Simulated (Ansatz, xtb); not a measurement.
Relative energy of two isomers of C4H5NSSe

Structure a is `C[Se]c1nccs1`, a singlet and structure b is `[SeH]Cc1cncs1`, a singlet. Both are isolated molecules in the gas phase, relaxed with r2SCAN-D4/def2-SVP; the shapes shown needn't be the lowest conformers.

a (Å):

```xyz
12

C    -0.1131   -1.1406    2.6871
C     0.5812    0.0151    0.1840
C    -0.5461   -0.6586   -1.5840
C     0.2763    0.2309   -2.2255
N    -0.3694   -0.7749   -0.2306
S     1.3390    0.9728   -1.0778
Se    1.1466    0.1654    1.9835
H     0.0699   -1.1893    3.7691
H     0.0678   -2.1149    2.2169
H    -1.1380   -0.8093    2.4796
H    -1.3114   -1.2614   -2.0791
H     0.3185    0.4876   -3.2836
```

b (Å):

| atom | x (Å) | y (Å) | z (Å) |
| --- | --- | --- | --- |
| C | -0.9963 | -0.0487 | 1.0407 |
| C | 0.0270 | -0.9589 | 1.6080 |
| C | 1.3982 | -0.8004 | 1.6025 |
| C | 1.3458 | -2.7196 | 2.6610 |
| N | 2.1283 | -1.7896 | 2.1957 |
| S | -0.3564 | -2.4561 | 2.4004 |
| Se | -2.0088 | -0.7939 | -0.4961 |
| H | -0.7996 | -1.0916 | -1.2796 |
| H | -0.5207 | 0.8910 | 0.7255 |
| H | -1.7854 | 0.1990 | 1.7674 |
| H | 1.9068 | 0.0616 | 1.1614 |
| H | 1.6924 | -3.6183 | 3.1786 |

Q: Estimate which is lower in electronic energy at CCSD(T)/def2-SVP + ΔMP2/def2-TZVPP, and by roughly how much.

A: Not settled: CCSD(T)/def2-SVP + ΔMP2/def2-TZVPP gives E(b) − E(a) = +1.05 kcal/mol, but this leans on the basis-set step: CCSD(T) alone gives −2.86 kcal/mol.

Level by level:

```
                             level            geometry  E(b) − E(a) (kcal/mol)  departure from the last row (kcal/mol)  job, with rough time for the two
                r2SCAN-D4/def2-SVP  r2SCAN-D4/def2-SVP                     −0.07                                   −1.12             optimisation, 1.8 min
                       HF/def2-SVP  r2SCAN-D4/def2-SVP                     −2.76                                   −3.82           part of the CCSD(T) run
                      MP2/def2-SVP  r2SCAN-D4/def2-SVP                     −2.05                                   −3.11           part of the CCSD(T) run
                  CCSD(T)/def2-SVP  r2SCAN-D4/def2-SVP                     −2.86                                   −3.91                      single point
CCSD(T)/def2-SVP + ΔMP2/def2-TZVPP  r2SCAN-D4/def2-SVP                     +1.05                                                     single point, 1.8 min
```

As drawn, b has 1 C–C, 1 Se–H in place of 1 C–Se, 1 C–H.

HF/def2-SVP, MP2/def2-SVP, CCSD(T)/def2-SVP put the two in the other order. r2SCAN-D4/def2-SVP finds them nearly level. The largest departure from CCSD(T)/def2-SVP + ΔMP2/def2-TZVPP is that of CCSD(T)/def2-SVP, 3.91 kcal/mol. Levels run at GFN2-xTB geometries aren't shown. The last row adds to CCSD(T) the change of the MP2 difference between the two basis sets, here +3.91 kcal/mol, a large step that makes the value less sure.

With thermal terms from frequencies at re-optimised GFN2-xTB minima (ideal gas, soft modes damped towards free rotors, one conformer each, 298.15 K, 1 atm): on the last row, ΔE + ΔZPE = −0.25, ΔH = −0.49, ΔG = −0.10 kcal/mol.

The correlated steps freeze 19 core orbitals; the filled d shell of Se is correlated, in a basis made for valence electrons. Programs: Ansatz 0.2.0, xtb 6.7.1; the last row on 4 threads of Arm Neoverse V1 on a shared host.
